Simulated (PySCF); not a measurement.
Ionisation of N,N-diethyl-N',N'-dimethylhydrazine

Molecule: N,N-diethyl-N',N'-dimethylhydrazine, `CCN(CC)N(C)C` (C6H16N2). Non-hydrogen atoms are numbered in `[CH3:1][CH2:2][N:3]([CH2:4][CH3:5])[N:6]([CH3:7])[CH3:8]`.

Computed at ωB97X-D3(BJ)/ma-def2-SVP // PBE0-D3(BJ)/def2-SVP with PySCF (density fitting, grid level 2). The prefix ma- adds one diffuse s and one diffuse p function on all atoms but H. ωB97X-D3(BJ) is ωB97X-V with D3(BJ) in place of VV10. Thermal corrections: GFN2-xTB frequencies, unscaled, ideal gas at 298.15 K and 1 bar, quasi-RRHO entropy. These were taken at the GFN2-xTB minima.

Frontier levels of the parent: HOMO -8.53 eV, LUMO 1.76 eV.

Oxidation to the radical cation:
| Property | Result |
| --- | --- |
| Vertical ionisation energy (electronic) | 8.13 eV |
| Adiabatic ionisation energy (with zero-point energy) | 6.64 eV |
| Adiabatic, electronic part | 6.64 eV |
| Vertical gap at the product's structure | 5.30 eV |
| Inner reorganisation energy (four-point) | 2823 meV |
| Relaxation of product / of parent | 1492 / 1330 meV |
| ⟨S²⟩ of the product | 0.754 |
| Largest spin populations | N3 0.48, N6 0.45 |
| Largest changes of atomic charge | N3 0.23, N6 0.21 |
| Distances that move most (Å) | N3–N6 1.401 → 1.330; C2–N3 1.448 → 1.463; C2–H 1.115 → 1.100; C4–H 1.113 → 1.100 |
| Potential in acetonitrile | 4.54 V absolute (solvation -11 → -210 kJ/mol) |

Solvents are IEF-PCM continua (electrostatics only, gas-phase structures); absolute potentials refer to an electron at rest in vacuum.

Measured values (NIST Chemistry WebBook, evaluated or the median of agreeing entries): vertical ionisation energy 8.37 eV (computed 8.13, difference -0.24).

Caveats: ma-def2-SVP is a small basis, whose errors can reach tens of kJ/mol.

Run with `OMP_NUM_THREADS=1 python redox_run.py task.json out` on 1 thread of Arm Neoverse V2, a shared host. Structures, frequencies and single points: 12 min of wall time.
